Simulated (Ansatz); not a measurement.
`[OH][Ge][SH]` + HCl → `[SH][Ge][Cl]` + H₂O at 298.15 K and 1 bar (ligand exchange at a Ge–O bond).

Isolated molecules relaxed with PBE0-D4/def2-TZVP in Ansatz; ΔE leaves out vibrations. CBS: MP2 limit from def2 TZ/QZ plus the TZ coupled-cluster correction, frozen cores. This one scheme is used for every species. For Ge outer-core shells are correlated without core-valence functions, which leaves a few kJ/mol of doubt a bond. Scalar relativity is left out up to krypton. One conformer a species, not always the lowest.

```tsv
species	CCSD(T)/CBS energy (Eh)	H − E (kJ/mol)	S (J/(mol·K))
`[OH][Ge][SH]`	-2550.31266	75.3	301.5
HCl	-460.38127	26.6	186.8
`[SH][Ge][Cl]`	-2934.32884	42.2	307.8
H₂O	-76.37941	66.4	188.7
```

H − E and S are ideal-gas, rigid-rotor, harmonic terms from PBE0-D4/def2-TZVP, for one conformer and one mirror image of each species. 1 Eh = 2625.50 kJ/mol, R = 8.31446 J/(mol·K).

Question: By hand: ΔE, ΔH, ΔS and ΔG.

Answer: ΔE = (-2934.32884) + (-76.37941) − (-2550.31266) − (-460.38127) = -0.01432 Eh = -37.6 kJ/mol. Δ(H − E) = 42.2 + 66.4 − 75.3 − 26.6 = 6.7, so ΔH = -30.9 kJ/mol. ΔS = 307.8 + 188.7 − 301.5 − 186.8 = 8.2 J/(mol·K). ΔG = -30.9 − 298.15 × (8.2)/1000 = -33.3 kJ/mol.

Question: By hand: the equilibrium constant, and the temperature at which ΔG would vanish if ΔH and ΔS stayed fixed.

Answer: log₁₀ K = −ΔG/(RT ln 10) = 5.8. ΔH and −TΔS have one sign here, so there is no such temperature.

The number of gas molecules stays the same, so ΔS is small and ΔH decides. A doubt of 5 kJ/mol in ΔE shifts log₁₀ K by 0.9 here. Other conformers and mirror images would add mixing entropy, several J/(mol·K) or more a flexible species. These are equilibria of isolated gas molecules and say nothing of rates. Largest T1 diagnostic: 0.015 (customary marks: 0.02 for closed shells, 0.045 for open ones).

ΔS is within the doubt of such terms, so its sign, and with it that verdict, could turn.
